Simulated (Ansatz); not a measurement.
```
atom    x (Å)    y (Å)    z (Å)
   C   0.5303   0.0000   0.0000
   H   1.2005   0.6977   0.6977
   H   1.2005  -0.6977  -0.6977
   F  -0.3102   0.8369  -0.8369
   F  -0.3102  -0.8369   0.8369
```

Basis set: cc-pVDZ (spherical functions). Left uncorrelated: 3 orbitals. Charge 0, multiplicity 1.

Computed with Ansatz (development build ahead of 0.2.0); each method stands on the lowest determinant of its kind that the runs found. Restricted open shells among the atoms or ions are ROHF, correlated in semicanonical orbitals with singles.

Problem. Give the atomization energy at this shape (free ground-state atoms in the same class of orbitals less the molecule, no zero-point energy) of singlet CH2F2 by RHF-MP2, RHF.

Solution.

| method | atomization energy |
| --- | --- |
| RHF-MP2 | 17.20 eV |
| RHF | 12.32 eV |

Caution: the shape is not the minimum.
